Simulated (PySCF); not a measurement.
C4H5Si, SMILES [C]1=C[SiH2]C=C1, multiplicity 2.

The structure is a stationary point at B3LYP-D3(BJ)/def2-SVP. The isomer is the one that the SMILES or the coordinates give; other isomers of the formula were not compared.

Two levels are set side by side: PBE/def2-TZVP (PySCF) and M06-2X/def2-TZVP (PySCF). Same geometry, gas phase. Differences are taken from unrounded values.

| quantity | M06-2X | PBE | PBE minus M06-2X |
|---|---|---|---|
| α-spin orbital gap (eV) | 6.88 | 2.65 | -4.23 |
| β-spin orbital gap (eV) | 6.75 | 2.68 | -4.07 |
| dipole moment (D) | 0.73 | 0.73 | 0.00 |
| mean polarisability (bohr³) | 67.3 | 70.3 | 3.0 |

PBE's more diffuse valence density responds more strongly to a field. Differences between two approximate levels are no errors against the true value.

Rough cost on one machine, each run with all the roots and properties that it gave: M06-2X against PBE within a factor of 2.
